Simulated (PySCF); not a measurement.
**Spinor energies of Tm(40+) (thulium, charge +40)**

Start: [Ar] 3d10 4s1; 4s1/2 filled at m_j = +1/2. Calculated with PySCF 2.14 in an uncontracted even-tempered set (16 s from 4.8 bohr⁻², ratio 2.8; 13 p from 6.2 bohr⁻², ratio 2.8; 8 d from 11 bohr⁻², ratio 2.8; 4 f from 25 bohr⁻², ratio 3): generalised Hartree-Fock with the X2C-1e Hamiltonian and a Gaussian nucleus; one run each with spin-orbit coupling (SO) switched off, then screened by Boettger's factors.

```csv
spinor shell,electrons,"ε, spin-free (eV)","ε, screened SO (eV)",weight of nominal j (screened SO),"rms radius, screened SO (bohr)"
1s1/2,2,-61554.9,-61541.6,1.000,0.0227
2s1/2,2,-12022.2,-12018.3,1.000,0.0916
2p1/2,2,-10830.7,-11529.6,1.000,0.0781
2p3/2,4,-10830.7,-10540.1,1.000,0.0850
3s1/2,2,-4068.8,-4067.7,1.000,0.233
3p1/2,2,-3699.8,-3856.2,1.000,0.223
3p3/2,4,-3699.8,-3634.0,1.000,0.236
3d3/2,4,-3259.0,-3287.8,1.000,0.207
3d5/2,6,-3259.0,-3239.3,1.000,0.211
4s1/2,1,-1931.8,-1931.6,1.000,0.486
```

```tsv
quantity	spin-free	screened SO
E (hartree)	-12544.10193	-12555.65274
M_J	1/2	1/2
⟨J²⟩	0.750	0.750
⟨L²⟩	0.000	0.045
⟨S²⟩	0.750	0.795
```

Each row is a mean over spinors that exchange with the open shell spreads, by up to 5.208 eV (3s1/2).

Breit and QED terms are absent; they matter most for the inner s and p1/2 levels.

Densities and radii are taken from the X2C orbitals without a picture-change correction, which distorts them close to the nucleus.

Without spin-orbit coupling the j labels of p, d and f shells carry no meaning; the spin-free column gives the mean over the occupied spinors of each nl shell.
